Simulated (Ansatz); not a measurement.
BrHMoOS₂, SMILES [OH][Mo](=[S])([Br])=[S], multiplicity 1.

Geometry optimised at B3LYP-D3(BJ)/def2-SVP. A frequency run showed that this geometry is not a minimum. The spin state was assumed, not searched. The def2 effective core potentials stand for the cores of Mo; spin–orbit coupling is left out. One conformer was computed; it need not be the lowest.

Two levels are set side by side: PBE/def2-SVPD (Ansatz, a program for electronic structure) and PBE0/def2-SVPD (Ansatz). Energy differences of separate SCF runs at the same geometry; the states with an electron removed or added have multiplicity 2 and 2. Differences are taken from unrounded values.

```csv
quantity,PBE0
vertical ionisation energy (eV),9.24
vertical electron affinity (eV),2.27
vertical singlet–triplet gap (eV),1.71
```

Task: What does PBE give, and how far is it from PBE0? (An estimate is asked for; the answer gives what the named calculation found.)

Result: 
| quantity | PBE | PBE minus PBE0 |
|---|---|---|
| vertical ionisation energy (eV) | 9.07 | -0.17 |
| vertical electron affinity (eV) | 1.81 | -0.46 |
| vertical singlet–triplet gap (eV) | 2.00 | 0.29 |
